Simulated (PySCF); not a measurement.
Cl2Te. Atoms are numbered in the order given.

```xyz
3

Te     0.0000     0.0000     0.6001
Cl     0.0000     1.7918    -0.9179
Cl     0.0000    -1.7918    -0.9179
```

Coordinates come from a B3LYP-D3(BJ)/def2-TZVP optimisation. The isomer is the one that the SMILES or the coordinates give; other isomers of the formula were not compared. The def2 effective core potentials stand for the cores of Te; spin–orbit coupling is left out.

The numbers are results of ωB97X/def2-TZVPD run with PySCF, not measurements.

Mulliken values depend strongly on the basis, most of all with diffuse functions as here. ESP charges are fitted to the potential on shells at 1.4 to 2.0 van der Waals radii. Atomic charges (e):

```
atom  ESP fit  Mulliken
----  -------  --------
Te1       ___      0.55
Cl2       ___     -0.27
Cl3       ___     -0.27
```

**Question.** What belongs in the gaps? (The exact figures need the calculation; the answer reports its results.)

**Answer.** 
- Te1, ESP fit: 0.27
- Cl2, ESP fit: -0.14
- Cl3, ESP fit: -0.14
